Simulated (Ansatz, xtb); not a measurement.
Two isomers of C5H6FPSi

Structure a is `FC1=C([SiH3])C=CP=C1`, a singlet and structure b is `FC1=CC=CP=C1[SiH3]`, a singlet. Both are isolated molecules in the gas phase, relaxed with B3LYP/def2-SVP.

Problem. Which of the two would you expect CCSD(T)/def2-SVP + ΔMP2/def2-TZVPP electronic energies to favour?

Solution. Structure b; the calculation gives E(b) − E(a) = −1.41 kcal/mol.

The same difference at several levels:

| level | geometry | E(b) − E(a) (kcal/mol) | departure from the last row (kcal/mol) | job, with rough time for the two |
| --- | --- | --- | --- | --- |
| GFN2-xTB | GFN2-xTB | +1.37 | +2.78 | optimisation, 0.79 s |
| HF/STO-3G | GFN2-xTB | +1.58 | +2.99 | single point, 2.3 s |
| r2SCAN-D4/def2-SVP | GFN2-xTB | −1.57 | −0.16 | single point, 15 s |
| B3LYP/def2-SVP | B3LYP/def2-SVP | −1.24 | +0.17 | optimisation, 2.5 min |
| HF/def2-SVP | B3LYP/def2-SVP | −1.42 | −0.01 | part of the CCSD(T) run |
| MP2/def2-SVP | B3LYP/def2-SVP | −1.61 | −0.19 | part of the CCSD(T) run |
| CCSD(T)/def2-SVP | B3LYP/def2-SVP | −1.31 | +0.10 | single point |
| CCSD(T)/def2-SVP + ΔMP2/def2-TZVPP | B3LYP/def2-SVP | −1.41 |  | single point, 5.2 min |

As drawn, both hold the same kinds of bond in the same numbers.

GFN2-xTB, HF/STO-3G put the two in the other order. The largest departure from CCSD(T)/def2-SVP + ΔMP2/def2-TZVPP is that of HF/STO-3G, 2.99 kcal/mol. The last row adds to CCSD(T) the change of the MP2 difference between the two basis sets, here −0.10 kcal/mol.

With thermal terms from frequencies at re-optimised GFN2-xTB minima (ideal gas, soft modes damped towards free rotors, one conformer each, 298.15 K, 1 atm): on the last row, ΔE + ΔZPE = −1.40, ΔH = −1.36, ΔG = −1.42 kcal/mol.

The correlated steps freeze 16 core orbitals. Programs: Ansatz 0.2.0, xtb 6.7.1; the last row on 2 threads of Intel(R) Xeon(R) Processor @ 2.50GHz (Skylake/Cascade Lake) on a shared host.
